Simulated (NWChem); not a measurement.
# CH3ClTe; SMILES C[Te]Cl

```xyz
6

Te    -0.3544     0.4347     0.0000
Cl     0.1231    -1.8956     0.0000
C      1.7052     1.0310     0.0000
H      1.7126     2.1312     0.0057
H      2.1955     0.6580    -0.9072
H      2.1972     0.6488     0.9023
```
Atoms are numbered in this order, from 1.

Program: NWChem. Geometry: optimised at PBE0/def2-SVP. Not confirmed as a minimum by frequencies. def2 effective core potentials on Te; no spin-orbit coupling. Ions are spin-unrestricted doublets at the neutral geometry; other ion states weren't tried.

**Question.** Estimate the computed values for PBE/def2-SVP. Quantities: vertical ionisation energy, ΔSCF (eV); −ε(HOMO) (eV).

**Answer.** The vertical ionisation energy, ΔSCF (eV) is 8.12 and the −ε(HOMO) (eV) comes out as 4.95.
